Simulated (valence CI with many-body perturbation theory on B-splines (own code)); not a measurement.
Run record, Rb⁶⁺

Calculated by configuration interaction combined with many-body perturbation theory (CI+MBPT): three valence electrons over a frozen Dirac-Fock core [Ar] 3d10, a basis of 6 s, 6 p, 5 d, 3 f, 1 g functions for each j, with the one-electron correlation potential Σ1 (screened to all orders), the two-electron term Σ2, the three-electron term Σ3, Breit, model QED; selected single and double excitations, second order for the rest, scaled by the run's own slope (own B-spline code, finite nucleus).

Command, and the settings that its task file holds:

```sh
python run_cv.py task.json out
```

```
atom Rb  Z=37  mass_number=85  rms_radius_fm=4.2036
core [Ar] 3d10
valence 4s2 4p1
avg = 1
basis = S
breit = 1
cap = 10000
capref = 1200
cscale = 1
de = 0.0
dress = 0
eps = 2e-08
extrap = 1
h = 0.27
hh = 1
l2 = 3
lcore = 6
maxit = 2
n2 = 5
natural = 1
nlev = 20
nno = [3, 3, 3, 2, 1]
nroot = 26
nsp = [3, 3, 2, 1, 0]
pt2 = 1
qed = 1
rpa = 1
s1 = 1
s2 = 1
s3 = 1
screen = 1
tol = 2e-05
whole = 1
```

It took 28 s on 1 thread of Arm Neoverse V1, with other jobs on the host.

Log. The first blocks belong to the next ion, which gives the ionisation energy. Fields: 2J, parity (1 odd), roots, reference size, generating configurations, candidates as configurations/state functions, variational space P, stored matrix elements, Davidson steps; e2 is the range of second-order energies in hartree. The first line gives the box (bohr), its intervals, the orbitals and the steps of their self-consistent field. Window is the range of levels sought, series limit the energy at which the first omitted orbital would enter, core excitation an estimate of the first excitation out of the core, left out the lowest levels not solved, and shifts from estimates the range by which levels moved from their first estimate, all in cm⁻¹.

```
rmax 13.7 intervals 63 orbitals 36 references ['4s2 4p', '4s 4p2', '4s2 4d', '4p3'] scf 6 t 1.5
2J=0 par=0 roots 2 ref 15 generators 7 cand 92/92 P 107/107 nnz 0 it 0
   second order: generators 21 cand 0/0 e2 -0.00000 -0.00000
reference levels 199, estimated 52, window 362494 1/cm; series limit 574143, core excitation 905869
2J=1 par=1 roots 3 ref 18 generators 9 cand 54/81 P 1355/1988 nnz 0 it 2
2J=1 par=1 roots 3 ref 18 generators 29 cand 193/298 P 1548/2286 nnz 0 it 2
   second order: generators 58 cand 1439/2109 e2 -0.00001 -0.00000
2J=3 par=1 roots 7 ref 26 generators 16 cand 152/316 P 1435/2919 nnz 1.2e+06 it 2
2J=3 par=1 roots 7 ref 26 generators 45 cand 220/526 P 1655/3445 nnz 1.6e+06 it 2
   second order: generators 89 cand 1998/4132 e2 -0.00001 -0.00000
2J=1 par=0 roots 4 ref 29 generators 15 cand 172/260 P 981/1430 nnz 0 it 2
2J=1 par=0 roots 4 ref 29 generators 36 cand 477/731 P 1458/2161 nnz 0 it 2
   second order: generators 64 cand 1581/2291 e2 -0.00001 -0.00000
2J=3 par=0 roots 5 ref 38 generators 20 cand 276/573 P 1408/2942 nnz 1.2e+06 it 2
2J=3 par=0 roots 5 ref 38 generators 42 cand 433/923 P 1841/3865 nnz 1.9e+06 it 2
   second order: generators 80 cand 1778/3641 e2 -0.00002 -0.00000
2J=5 par=0 roots 4 ref 33 generators 18 cand 217/453 P 1331/2961 nnz 1.3e+06 it 2
2J=5 par=0 roots 4 ref 33 generators 33 cand 440/1086 P 1771/4047 nnz 2.1e+06 it 2
   second order: generators 64 cand 1854/4333 e2 -0.00002 -0.00000
2J=5 par=1 roots 4 ref 18 generators 8 cand 177/400 P 1351/3089 nnz 1.5e+06 it 2
2J=5 par=1 roots 4 ref 18 generators 34 cand 153/339 P 1504/3428 nnz 1.7e+06 it 2
   second order: generators 64 cand 2154/5042 e2 -0.00001 -0.00000
2J=7 par=1 roots 2 ref 9 generators 5 cand 59/122 P 1184/2710 nnz 1.2e+06 it 2
2J=7 par=1 roots 2 ref 9 generators 25 cand 113/212 P 1297/2922 nnz 1.3e+06 it 2
   second order: generators 42 cand 1875/4514 e2 -0.00001 -0.00000
2J=9 par=1 roots 1 ref 2 generators 5 cand 164/340 P 643/1301 nnz 0 it 2
2J=9 par=1 roots 1 ref 2 generators 10 cand 105/192 P 748/1493 nnz 0 it 2
   second order: generators 20 cand 1685/3903 e2 -0.00001 -0.00001
left out: unestimated 508040, estimated 386753, shifts from estimates -9 to 0
operators 2.3
```

The Davidson iterations stopped at their limit. The settings are bad on purpose, so the numbers may not be properties of the ion.

Against 17 measured levels this calculation errs by 168 cm⁻¹ on average and by 307 at most. These come from a selection out of Sansonetti, J. Phys. Chem. Ref. Data 35, 301 (2006). Levels without a partner in it may be off by more.

```yaml
Valence_energy: -14.05379 hartree
Ionisation_energy: "99.09 eV (NIST: 98.67 ± 0.04 eV (semi-empirical))"
Reference_configurations_for_the_orbitals: 4s2 4p, 4s 4p2, 4s2 4d, 4p3
Radial_orbitals: 36
Box_radius: 13.7 bohr
Largest_variational_space: 4047
Lowest_levels: 4s2 4p 2P°_1/2 0.000, 4s2 4p 2P°_3/2 1.297, 4s 4p2 4P_1/2 15.128, 4s 4p2 4P_3/2 15.676, 4s 4p2 4P_5/2 16.346, 4s 4p2 2D_3/2 19.913, 4s 4p2 2D_5/2 20.097, 4s 4p2 2S_1/2 23.665, 4s 4p2 2P_1/2 25.178, 4s 4p2 2P_3/2 25.687, 4s2 4d 2D_3/2 31.748, 4s2 4d 2D_5/2 31.907, 4p3 2D°_3/2 38.600, 4p3 4S°_3/2 39.005 eV
```

Names give the largest LS component (configuration and term), which can be under half, so a name can repeat, a term be missing and a line seem to break the LS rules; names also repeat where a configuration has a term twice.
